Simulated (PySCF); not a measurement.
A structure optimised at PBE0-D3(BJ)/def2-SVP, used in a PySCF frequency run:

```
Au
F 1 1.8561
F 1 1.8914 2 93.58
F 1 1.8914 2 93.58 3 -180.00
F 1 1.8914 2 93.58 4 -90.00
F 1 1.8914 2 93.58 4 90.00
```

Write its SMILES, formula and point group.

[F][Au]([F])([F])([F])[F], AuF5, C4v

What are its rotational constants (standard atomic weights)?

2.5327, 2.5327, 1.8662 GHz
